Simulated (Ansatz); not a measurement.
Born–Oppenheimer molecular dynamics of FGe$_{2}$H$_{5}$ (8 atoms, charge 0, multiplicity 1). It starts from a relaxed structure.

All numbers below come from RKS BHLYP-D4/def2-SVP in Ansatz.

```yaml
ensemble: NVT, Langevin thermostat
time_step: 2.5 fs
steps_asked: 40
set_temperature: 500 K
friction: 0.01 /fs
seed: 844836
```

First frame:

```xyz
8
Properties=species:S:1:pos:R:3
Ge 0.061 -0.044 0.003
H 0.557 -0.189 1.445
H 1.198 0.415 -0.915
F -1.088 1.266 0.027
Ge -1.141 -1.984 -0.820
H -2.306 -2.304 0.117
H -1.674 -1.705 -2.225
H -0.190 -3.184 -0.871
```

Problem. How far do the bonds stretch over the last three quarters of this one trajectory? (Pairs bonded in most of those frames.)

Solution. 
| bond | mean (Å) | spread (Å) | shortest | longest |
| --- | --- | --- | --- | --- |
| Ge1–H2 | 1.532 | 0.043 | 1.47 | 1.63 |
| Ge1–H3 | 1.531 | 0.036 | 1.48 | 1.59 |
| Ge1–F4 | 1.766 | 0.037 | 1.71 | 1.84 |
| Ge1–Ge5 | 2.391 | 0.037 | 2.34 | 2.45 |
| Ge5–H6 | 1.533 | 0.045 | 1.47 | 1.61 |
| Ge5–H7 | 1.533 | 0.060 | 1.44 | 1.62 |
| Ge5–H8 | 1.538 | 0.022 | 1.48 | 1.58 |

Mean temperature of the second half: 458 K. A step of 2.5 fs is long for free X–H stretches (periods near 10 fs) and can bias their spread and the temperature. A run of 0.1 ps of so small a system gives no equilibrium averages.

The run took 69 s on 2 threads of Intel(R) Xeon(R) 6975P-C (Granite Rapids) (shared host), peak memory 0.26 GiB.
